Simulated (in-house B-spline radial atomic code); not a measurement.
**PBEsol excitations of F7+**

Method: PBEsol. Computed with a B-spline radial code for spherical atoms: linear response of the closed shell 1s2 with the functional's adiabatic kernel; non-relativistic, point nucleus, no spin-orbit coupling, no double excitations, S, P, D and F terms only.

Command:
```bash
python run_td.py task.json out
```
Settings (radii: box in bohr, nucleus in fm):
```
Z                        9
electrons                2
configuration            1s2
hamiltonian              nr
method                   pbesol
box_radius               12.81
intervals                47
```

Cost of the run: 1 thread of Intel(R) Xeon(R) 6975P-C (Granite Rapids), on a shared host.

The lowest states, in the order of their Tamm-Dancoff energies; the method's threshold (minus the highest occupied level) is 897.08 eV. Labels give the largest channel, * marks a mixed state, and oscillator strengths are full-response dipole values. Semilocal kernels can invert the small singlet-triplet splittings of Rydberg terms. Energies in eV:

```tsv
state	full response	Tamm-Dancoff	oscillator strength
1s → 2s 3S	700.87	700.89	-
1s → 2s 1S	709.30	709.40	-
1s → 2p 3P	710.90	710.93	-
1s → 2p 1P	716.70	716.73	0.648
1s → 3s 3S	?	?	-
1s → 3s 1S	817.54	817.56	-
1s → 3p 3P	818.57	818.58	-
1s → 3p 1P	820.04	820.05	0.13
1s → 3d 3D	821.33	821.33	-
1s → 3d 1D	?	?	-
```

(1) Where does 1s → 3d 1D lie?

(2) Where does 1s → 3s 3S lie?

(3) How large is the singlet-triplet splitting of 1s → 2s (S terms) in Tamm-Dancoff?

(4) What polarisabilities and dispersion coefficient does the method give?

## Answers

(1) At 821.38 eV in full response, 821.38 eV in Tamm-Dancoff.

(2) At 815.48 eV in full response, 815.49 eV in Tamm-Dancoff.

(3) 8.51 eV, from the unrounded values.

(4) Dipole 0.001665 bohr³, quadrupole 8.186e-05 bohr⁵, C6 6.45e-05 hartree·bohr⁶ for two such species.
